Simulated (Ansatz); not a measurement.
Consider the hydrogenolysis of a Ga–N bond: `C[N](C)[Ga]([OH])[Cl]` + H₂ → `[OH][GaH][Cl]` + `CNC`.

Program: Ansatz. Geometries: PBE0-D4/def2-TZVP. ΔE: electronic, gas phase. CBS: MP2 limit from def2 TZ/QZ plus the TZ coupled-cluster correction, frozen cores. This one scheme is used for every species. DFT in def2-TZVPP. B3LYP here is the variant with VWN-RPA as its local correlation; programs differ in this. For Ga outer-core shells are correlated without core-valence functions, which leaves a few kJ/mol of doubt a bond. Scalar relativity is left out up to krypton. One conformer a species, not always the lowest.

(1) Is it downhill or uphill in electronic energy at CCSD(T)/CBS, and by how much? (Best estimate.)

(2) What do these levels give: B3LYP-D4, ωB97X-V, r2SCAN, B3LYP, HF/def2-TZVPP, HF/def2-QZVPP? (An estimate is asked.)

Largest T1 diagnostic among the species: 0.013.

Results:

(1) The calculation gave: Uphill: ΔE = +22.2 kJ/mol.

(2) Computed: B3LYP-D4 15.2, ωB97X-V 11.4, r2SCAN 12.7, B3LYP -1.3, HF/def2-TZVPP -12.0, HF/def2-QZVPP -12.4 kJ/mol.

The D4 term adds +16.5 kJ/mol with B3LYP and +9.3 kJ/mol with PBE0; it sums over pairs of atoms, weighted by their polarisabilities, and B3LYP, whose exchange is more repulsive, gets the larger term. In def2-TZVPP, CCSD(T) changes the Hartree–Fock value by +34.0 kJ/mol (the triples alone add +6.2 kJ/mol) and MP2 by +43.6 kJ/mol.
